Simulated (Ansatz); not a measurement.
Calculation: frozen-core CCSD(T)/cc-pVTZ // B3LYP-D3(BJ)/def2-TZVP in Ansatz (a quantum-chemistry and plane-wave program). The geometry is that of the parent before the electron was removed.

Ansatz 0.2 input:
```yaml
crystal:
  periodic: [false, false, false]
  atoms:
    - { symbol: O, position_ang: [-1.251701, 0.661054, 0.798153] }
    - { symbol: C, position_ang: [-1.113664, -0.09899, -0.110456] }
    - { symbol: S, position_ang: [0.413582, -0.854378, -0.672324] }
    - { symbol: S, position_ang: [1.803404, -0.227377, 0.712293] }
    - { symbol: H, position_ang: [-1.939782, -0.442802, -0.76191] }
    - { symbol: H, position_ang: [2.088162, 0.962494, 0.149592] }
basis:
  gaussian: { orbitals: cc-pVTZ }
correlation:
  method: ccsd_t
total_charge: 1
magnetization:
  spin_polarized: true
  initial_magnetization: 1
```

Output:

```
Functional definition: HF
910 factors; integrals over basis functions are off by at most 8.3e-4 eV
mean field evaluation 1: about -24719.7108 eV, gradient 3.8e1 eV
mean field evaluation 2: about -24719.7219 eV, gradient 3.8e1 eV
mean field evaluation 4: about -24726.1157 eV, gradient 4.6e0 eV
mean field evaluation 8: about -24726.6440 eV, gradient 5.9e-1 eV
mean field evaluation 16: about -24726.6678 eV, gradient 2.0e-6 eV
mean field evaluation 32: about -24726.6664 eV, gradient 1.5e-1 eV
mean field evaluation 64: about -24726.5819 eV, gradient 4.5e-1 eV
mean field evaluation 96: about -24726.5801 eV, gradient 2.0e-1 eV
mean field evaluation 128: about -24723.3308 eV, gradient 1.1e-1 eV
mean field evaluation 160: about -24723.9783 eV, gradient 2.8e-1 eV
mean field evaluation 192: about -24723.7779 eV, gradient 3.6e0 eV
mean field evaluation 224: about -24721.7263 eV, gradient 4.4e0 eV
mean field evaluation 256: about -24726.6525 eV, gradient 5.9e-1 eV
mean field evaluation 288: about -24726.5822 eV, gradient 5.9e-2 eV
mean field evaluation 320: about -24725.6563 eV, gradient 3.3e0 eV
mean field evaluation 352: about -24725.9765 eV, gradient 2.5e0 eV
mean field evaluation 384: about -24725.8602 eV, gradient 2.3e0 eV
mean field -24726.66778333 eV, -908.6882806999 hartree, gradient 2.1e-6 eV, S^2 0.769671; 8 other end points of the search recorded, 0 dependent functions left out
determinant -24726.66778333 eV, -908.6882806999 hartree, with singles and doubles -24746.82322160 eV, -909.4289793947 hartree
determinant -24726.66491419 eV, -908.6881752609 hartree, with singles and doubles -24746.54929366 eV, -909.4189127284 hartree
determinant -24726.58302474 eV, -908.6851658792 hartree, with singles and doubles -24746.64199262 eV, -909.4223193524 hartree
determinant -24726.30980586 eV, -908.6751252705 hartree, with singles and doubles -24746.78912415 eV, -909.4277263362 hartree
determinant -24723.33233521 eV, -908.5657052423 hartree, with singles and doubles -24742.28435605 eV, -909.2621791623 hartree
determinant -24726.66778333 eV, -908.6882806999 hartree, with singles and doubles -24746.75882504 eV, -909.4266128646 hartree
determinant -24726.66491419 eV, -908.6881752609 hartree, with singles and doubles -24746.56535492 eV, -909.4195029689 hartree
determinant -24726.58302474 eV, -908.6851658792 hartree, with singles and doubles -24746.65896044 eV, -909.4229429084 hartree
determinant -24726.30980586 eV, -908.6751252705 hartree, with singles and doubles -24746.72236316 eV, -909.4252729151 hartree
12 core orbitals not correlated
reference -24726.66778333 eV, -908.6882806999 hartree; 12, 11 occupied and 132, 133 virtual orbitals, 910 factors
second order -19.03529758 eV of doubles, -0.00000000 eV of singles
cycle   1  -20.09104101 eV  change    7.0e-7 eV  update   4.6e-6
perturbative correction -1.07883766 eV, -0.0396465526 hartree
Total energy: -24747.83766200 eV, -909.4662593915 hartree
```

Cost: very roughly 15 core-minutes.
